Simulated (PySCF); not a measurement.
Hg⁶⁶⁺: ionisation energy

Hg⁶⁶⁺ [Ne] 3s2 3p2 (3P) → Hg⁶⁷⁺ [Ne] 3s2 3p1 (2P), as a difference of total energies. Computed with PySCF 2.14 in an uncontracted even-tempered set (17 s from 20 bohr⁻², ratio 2.5; 12 p from 26 bohr⁻², ratio 2.5; 4 d from 97 bohr⁻², ratio 2.7; 4 f from 150 bohr⁻², ratio 2.7), with scalar relativity by spin-free X2C-1e. Correlated levels: outer shells: 1s2 frozen; virtual orbitals above 40 to 60 times the deepest correlated orbital energy dropped. The calculations carry no spin-orbit coupling.

```csv
method,ionisation energy (eV)
UHF,7662.6
MP2 (outer shells),7663.3
SCS-MP2 (outer shells),7663.1
CCSD (outer shells),7663.3
CCSD(T) (outer shells),7663.3
```

Spin-orbit coupling is strong in these open shells (close to jj coupling). The scalar numbers leave it out and a first-order estimate fails, so it can dominate the gap to the real levels.

Breit and QED terms and the two-electron picture change are absent.

For comparison: 8010 ± 40 eV (theoretical estimate listed by NIST; NIST Atomic Spectra Database, ionization energies).
